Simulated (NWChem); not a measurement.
System: SiH3SeF; SMILES F[SiH2][SeH]

```xyz
6

Si     0.5403     1.1178    -0.0057
F     -0.7118     2.1364     0.0378
Se    -0.0958    -1.0739     0.0335
H      1.3495     1.2995     1.2213
H      1.3003     1.4122    -1.2427
H     -0.5504    -1.0765    -1.3769
```
Atoms are numbered in this order, from 1.

Results from NWChem. Structure relaxed at the B3LYP/6-31G* (spherical d) level.

Task: What does the run give for MPW1K/def2-SVP? Quantities: highest occupied level (eV); orbital gap (eV); dipole (D).

Result: 
```yaml
highest occupied level (eV): -8.29
orbital gap (eV): 8.97
dipole (D): 1.33
```
